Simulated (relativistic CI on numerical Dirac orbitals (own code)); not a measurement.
**Pm15+: sensitivity of the levels to the model**

Base calculation: Dirac-Coulomb-Breit CI, separate exchange-only KLI orbitals for each configuration, QED by a radiative potential, unscaled Slater integrals.

CI space (outside the closed core [Ar] 3d10): 4s²4p⁶4d¹⁰, 4s²4p⁶4d⁹4f, 4s²4p⁶4d⁹5s, 4s²4p⁵4d¹⁰4f, 4s²4p⁶4d⁹5p, 4s4p⁶4d¹⁰4f, 4s²4p⁶4d⁹5d, 4s²4p⁵4d¹⁰5s, 4s²4p⁶4d⁹5f, 4s²4p⁶4d⁹6s, 4s²4p⁶4d⁹6p, 4s²4p⁵4d¹⁰5p, 4s²4p⁶4d⁹5g, 4s²4p⁶4d⁹6d, 4s²4p⁶4d⁹6f, 4s²4p⁶4d⁹7s, 4s²4p⁶4d⁹7p, 4s²4p⁵4d¹⁰5d, 4s4p⁶4d¹⁰5s, 4p⁶4d¹⁰4f², 4p⁶4d⁹4f³, 4p⁶4d⁹4f²5s, 4p⁵4d¹⁰4f³, 4p⁶4d⁹4f²5p, 4p⁶4d⁹4f²5d. Double excitations out of closed p, d and f shells are left out; levels of such configurations are missing from the list, as are those of other unlisted configurations, and high levels can miss mixing partners. These lack a partner that the ground configuration has and come out too high: 4s²4p⁵4d¹⁰5s, 4s²4p⁶4d⁹5f, 4s²4p⁶4d⁹6s, 4s²4p⁶4d⁹6p, 4s²4p⁵4d¹⁰5p.

The lowest level and the first level of each name with at least 55 % of one term (blank where a level has no safe partner in the second run):

```tsv
Level	Base (cm⁻¹)	Shift (cm⁻¹)
4s²4p⁶4d¹⁰ ¹S0	0	0
4s²4p⁶4d⁹4f ³P°0	990703	+26
4s²4p⁶4d⁹4f ³P°1	997297	+29
4s²4p⁶4d⁹4f ³P°2	1010720	+27
4s²4p⁶4d⁹4f ³H°6	1024888	-96
4s²4p⁶4d⁹4f ³H°5	1027809	-95
4s²4p⁶4d⁹4f ³H°4	1044704	-5
4s²4p⁶4d⁹4f ³F°4	1048571	+441
4s²4p⁶4d⁹4f ³D°1	1057524	-80
4s²4p⁶4d⁹4f ³G°5	1058821	-83
4s²4p⁶4d⁹4f ³G°3	1092981	+92
4s²4p⁶4d⁹5s ³D3	1110975	+1643
4s²4p⁶4d⁹4f ¹F°3	1111083	+29
4s²4p⁶4d⁹5s ³D1	1150618	+1623
```

At this charge energies of transitions that change n are usually good to better than 1 %, and those within a shell (Δn = 0) to a few per cent. Levels and lines within the n = 5 or 6 shells can be off by up to 10 % or somewhat more, and those that change n by about 2 %, since core polarisation is missing.

Question: One thing was changed in a second run, which moved the levels as shown. Which?
A. QED terms removed
B. Breit term removed
C. configuration mixing switched off

Answer: C. Configuration mixing switched off. Without mixing, levels that were pushed by configurations of the same parity and J return to their single-configuration places.

LS names give the leading component of a level, which can be under half, so a name can repeat, a term be missing and a line seem to break the LS rules.
